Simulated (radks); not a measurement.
Polarisability of the antimony ion Sb+, [Kr] 4d10 5s2 5p2, at imaginary frequency. All-electron calculation, non-relativistic Kohn-Sham, LB94 model potential, spin-unpolarised, spherical densities, point nucleus; relativity is left out, which matters for an element this heavy. Program: a radial shooting solver on a logarithmic mesh with Libxc functionals. Response by self-consistent Sternheimer equations with the Hartree and adiabatic LDA kernel.

w (hartree),alpha1(iw) (bohr^3)
0.00266,23.64
0.0143,23.61
0.0360,23.45
0.0697,22.95
0.118,21.77
0.186,19.55
0.280,16.19
0.413,12.16
0.605,8.312
0.892,5.301
1.35,3.227
2.12,1.854
3.59,0.9243
6.94,0.3403
17.5,0.07518

Static values: alpha1 = 23.64 bohr^3 (3.503 angstrom^3; uncoupled 40.11). C6 = 188.4, triple-dipole C9 = 3153 atomic units. One-pole (London) frequency 4 C6 / (3 alpha1^2) = 0.450 hartree, against 0.616 for minus the highest occupied eigenvalue.
